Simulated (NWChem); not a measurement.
System: MgBr$_{2}$; SMILES [Br][Mg][Br]

NWChem input:

```
start job
memory heap 200 mb stack 900 mb global 1100 mb
geometry units angstroms noautosym nocenter noautoz
  Mg     0.000000     0.000000     0.156600
  Br     2.341420     0.000000     0.156461
  Br    -2.341420     0.000000     0.156461
end
basis spherical
  * library def2-svp
end
dft
  xc hfexch
  iterations 150
end
property
  efieldgrad
end
task dft property
```

NWChem printed, in part:

```
             Northwest Computational Chemistry Package (NWChem) 7.3.0
             --------------------------------------------------------

                             Geometry "geometry" -> ""
                             -------------------------

 Output coordinates in angstroms (scale by  1.889725989 to convert to a.u.)

  No.       Tag          Charge          X              Y              Z
 ---- ---------------- ---------- -------------- -------------- --------------
    1 Mg                  12.0000     0.00000000     0.00000000     0.15660000
    2 Br                  35.0000     2.34142000     0.00000000     0.15646100
    3 Br                  35.0000    -2.34142000     0.00000000     0.15646100

 Effective nuclear repulsion energy (a.u.)     328.2751293611

  xc_inp: hfexch multiplicative factor not found.
                              NWChem Property Module
                              ----------------------

  itol2e modified to match energy
  convergence criterion.

                                 NWChem DFT Module
                                 -----------------

 Summary of "ao basis" -> "ao basis" (spherical)
 ------------------------------------------------------------------------------
       Tag                 Description            Shells   Functions and Types
 ---------------- ------------------------------  ------  ---------------------
 Mg                         def2-svp                 8       18   4s3p1d
 Br                         def2-svp                12       32   5s4p3d

  itol2e modified to match energy
  convergence criterion.

            General Information
            -------------------
          SCF calculation type: DFT
          Wavefunction type:  closed shell.
          No. of atoms     :     3
          No. of electrons :    82
           Alpha electrons :    41
            Beta electrons :    41
          Charge           :     0
          Spin multiplicity:     1
          Use of symmetry is: off; symmetry adaption is: off
          Maximum number of iterations: 150
          AO basis - number of functions:    82
                     number of shells:    32
          Convergence on energy requested:  1.00D-07
          Convergence on density requested:  1.00D-05
          Convergence on gradient requested:  5.00D-04

              XC Information
              --------------
                     Hartree-Fock (Exact) Exchange  1.000

      Superposition of Atomic Density Guess
      -------------------------------------

 Sum of atomic energies:       -5343.70642775

      Non-variational initial energy
      ------------------------------

[...]

          -----------------------
          Electric field gradient
          -----------------------

 1 a.u. = 0.324123 10**(16) esu/cm**3  ( or statvolts/cm**2 ) = 0.97174 10**(22) v/m**2

 ------------------------------------------------------------
   Atom      X         Y         Z
 ------------------------------------------------------------
    1 Mg   0.00000   0.00000   0.29593
 ------------------------------------------------------------

 Electric field gradient in molecular frame (a.u.)
         XX             YY             ZZ             XY             XZ             YZ
 ------------------------------------------------------------------------------------------
        0.732300      -0.366150      -0.366150      -0.000000       0.000000      -0.000000

 Principal components (a.u.) and orientation
 of principal axis w.r.t. absolute frame                      Asymmetry parameter eta
 --------------------------------------------------------------------------------------
        0.732300      -0.366150      -0.366150                       0.000000

        1.000000      -0.000000       0.000000
       -0.000000       1.000000      -0.000000
        0.000000      -0.000000       1.000000

 ------------------------------------------------------------
   Atom      X         Y         Z
 ------------------------------------------------------------
    2 Br   4.42464   0.00000   0.29567
 ------------------------------------------------------------

 Electric field gradient in molecular frame (a.u.)
         XX             YY             ZZ             XY             XZ             YZ
 ------------------------------------------------------------------------------------------
       -1.802487       0.901243       0.901243       0.000000       0.000249      -0.000000

 Principal components (a.u.) and orientation
 of principal axis w.r.t. absolute frame                      Asymmetry parameter eta
 --------------------------------------------------------------------------------------
       -1.802487       0.901243       0.901243                       0.000000

        1.000000       0.000092       0.000000
       -0.000000      -0.000045       1.000000
       -0.000092       1.000000       0.000045

 ------------------------------------------------------------
   Atom      X         Y         Z
 ------------------------------------------------------------
    3 Br  -4.42464   0.00000   0.29567
 ------------------------------------------------------------

 Electric field gradient in molecular frame (a.u.)
         XX             YY             ZZ             XY             XZ             YZ
 ------------------------------------------------------------------------------------------
       -1.802487       0.901243       0.901243       0.000000      -0.000249      -0.000000

 Principal components (a.u.) and orientation
 of principal axis w.r.t. absolute frame                      Asymmetry parameter eta
 --------------------------------------------------------------------------------------
       -1.802487       0.901243       0.901243                       0.000000

        1.000000      -0.000092      -0.000000
       -0.000000      -0.000458       1.000000
        0.000092       1.000000       0.000458
```

Level: Hartree-Fock/def2-SVP. The geometry was optimised at PBE0/def2-SVP. NWChem prints the field gradient with the sign opposite to the second derivative of the potential.
